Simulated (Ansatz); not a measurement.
C4H8BF (`BC/C(C)=C\F`). The species carries charge 0 and has multiplicity 1. Geometry: relaxed with PBE0-D4/def2-TZVP. It is one conformer, not always the lowest.

```xyz
14

B    -1.466   -0.663   -0.176
C    -0.044   -1.293   -0.354
C     0.397    0.121   -0.112
C     0.876    0.511    1.250
C     0.270    1.061   -1.057
F    -0.053    0.780   -2.317
H    -1.896   -0.453    0.921
H    -2.108   -0.369   -1.138
H     0.196   -1.656   -1.351
H     0.327   -1.954    0.425
H     0.206    0.123    2.021
H     1.867    0.083    1.429
H     0.945    1.594    1.367
H     0.482    2.114   -0.908
```

Question: What is the dipole moment at PBE/def2-TZVPP? (Estimate.)

Answer: Ansatz gave: 2.24 D, with components (1.83, 0.71, 1.09) D in this frame, pointing from negative to positive charge.

Question: And with r2SCAN, B3LYP, ωB97M-V? (Best estimate.)

Answer: Ansatz gave: r2SCAN 2.25 D, B3LYP 2.23 D, ωB97M-V 2.21 D.

Question: Give the Mulliken charges with PBE, B3LYP, ωB97M-V in def2-TZVPP. (Estimate.)

Answer: Ansatz gave: 
| atom | PBE | B3LYP | ωB97M-V |
| --- | --- | --- | --- |
| B1 | -0.14 | -0.12 | -0.22 |
| C2 | -0.12 | -0.16 | -0.19 |
| C3 | -0.05 | -0.07 | -0.07 |
| C4 | -0.23 | -0.24 | -0.29 |
| C5 | 0.12 | 0.14 | 0.13 |
| F6 | -0.14 | -0.19 | -0.18 |
| H7 | 0.01 | 0.02 | 0.07 |
| H8 | 0.04 | 0.05 | 0.10 |
| H9 | 0.09 | 0.10 | 0.12 |
| H10 | 0.08 | 0.09 | 0.10 |
| H11 | 0.10 | 0.10 | 0.11 |
| H12 | 0.09 | 0.09 | 0.12 |
| H13 | 0.08 | 0.08 | 0.09 |
| H14 | 0.08 | 0.10 | 0.10 |

B3LYP here is the variant with VWN-RPA as its local correlation; programs differ in this.
